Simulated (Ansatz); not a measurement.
Consider the substitution at a C–Sb bond: `C[CH2][SbH2]` + `B1CN1` → `CCN1BC1` + stibine.

Calculated with Ansatz (gas phase, PBE0-D4/def2-TZVP geometries, no zero-point term in ΔE). CCSD(T)/CBS adds triple-zeta CCSD(T) − MP2 to the extrapolated MP2 energy (def2 sets, frozen cores). This one scheme is used for every species. Functionals use def2-TZVPP. B3LYP here is the variant with VWN-RPA as its local correlation; programs differ in this. Elements past krypton have def2 core potentials. For Sb outer-core shells are correlated without core-valence functions, which leaves a few kJ/mol of doubt a bond. Each species was taken in one conformer, which may not be the lowest.

```
             level  ΔE (kJ/mol)  difference from CCSD(T)/CBS
            PBE-D4         11.4                         -9.0
         r2SCAN-D4         11.6                         -8.8
           PBE0-D4         11.0                         -9.4
          B3LYP-D4         10.8                         -9.6
           ωB97X-V         10.3                        -10.1
           ωB97M-V         13.5                         -6.9
            B2PLYP         13.0                         -7.4
               PBE         11.0                         -9.4
            r2SCAN         11.9                         -8.5
              PBE0         10.6                         -9.8
             B3LYP          9.6                        -10.8
     HF/def2-TZVPP          4.2                        -16.2
    MP2/def2-TZVPP         20.1                         -0.3
SCS-MP2/def2-TZVPP         16.5                         -3.9
   CCSD/def2-TZVPP         13.3                         -7.1
CCSD(T)/def2-TZVPP         14.5                         -5.9
     HF/def2-QZVPP          4.8                        -15.6
    MP2/def2-QZVPP         23.7                          3.3
SCS-MP2/def2-QZVPP         19.9                         -0.5
      HF/CBS(def2)          4.9                        -15.5
     MP2/CBS(def2)         26.0                          5.6
    CCSD/CBS(def2)         19.2                         -1.2
       CCSD(T)/CBS         20.4                            0
```

Largest T1 diagnostic among the species: 0.014.

In def2-TZVPP, CCSD(T) changes the Hartree–Fock value by +10.3 kJ/mol (the triples alone add +1.3 kJ/mol) and MP2 by +15.8 kJ/mol.
